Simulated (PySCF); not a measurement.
Input for PySCF:
```python
from pyscf import gto, scf, dft

mol = gto.M(
    atom='''
O    -0.84317475   -0.87603590   -0.91455838
Si   -0.16941596   -0.08038194    0.34291190
O    -0.28508537    1.51773913   -0.03316397
O     1.37066024   -0.57947772    0.49097699
H    -1.58178239   -0.47345656   -1.36288875
H     0.23413609    2.15205276    0.45211068
H     1.78026866   -1.05105329   -0.23602572
''',
    basis='cc-pvdz',
    spin=1,
    verbose=5,
)

mf = dft.UKS(mol)
mf.xc = 'blyp'
mf.kernel()
```

What Mulliken (on the basis functions themselves) charges in atom order does PySCF with BLYP/cc-pVDZ give?

O1 -0.27, Si2 0.40, O3 -0.27, O4 -0.28, H5 0.14, H6 0.14, H7 0.14

What is the computed total energy (BLYP/cc-pVDZ)?

-516.993810 Ha

Predict the nuclear repulsion energy from BLYP/cc-pVDZ.

178.8268 Eh

Predict the number of basis functions from BLYP/cc-pVDZ.

75

Predict the dipole moment from BLYP/cc-pVDZ.

1.21 D

Predict the HOMO energy from BLYP/cc-pVDZ.

-4.03 eV

These values belong to the state on which the SCF converged, which isn't shown to be the lowest.
